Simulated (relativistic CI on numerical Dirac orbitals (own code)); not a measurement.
Method of calculation: Dirac-Coulomb-Breit CI, KLI orbitals optimised for each configuration, model QED (radiative potential, 1s self-energy scaled to tabulated hydrogen-like ionisation energies), unscaled Slater integrals (own radial code, finite nucleus).

The strongest absorption lines from the ground level of an ion, among the configurations computed and to levels below about 2540 eV (vacuum wavelength in Å, gf): 6.2311 (0.00054), 9.2820 (0.0004), 14.719 (1), 16.117 (0.17).

Task: Which ion is it?
A. Re61+
B. Tl65+
C. Fr73+
D. Tl67+

Result: D. Tl67+ has 14 electrons and the ground level 3s2.3p2 3P_0; the strongest line goes to 3s2.3p.3d 3D°_1. The pattern of lines fixes the number of electrons, and along that sequence the line energies rise steadily with the charge (about as its square where n changes within one kind of shell, about linearly where n is kept but much faster in heavy ions where fine structure, which grows about as Z⁴, sets the gap, and irregularly where shells cross), which fixes Z. Configurations outside the model, such as inner-shell arrays, can give stronger lines. At this charge energies of transitions that change n are usually good to better than 1 %, and those within a shell (Δn = 0) to a few per cent.

LS names give the leading component of a level, which can be under half, so a name can repeat, a term be missing and a line seem to break the LS rules.
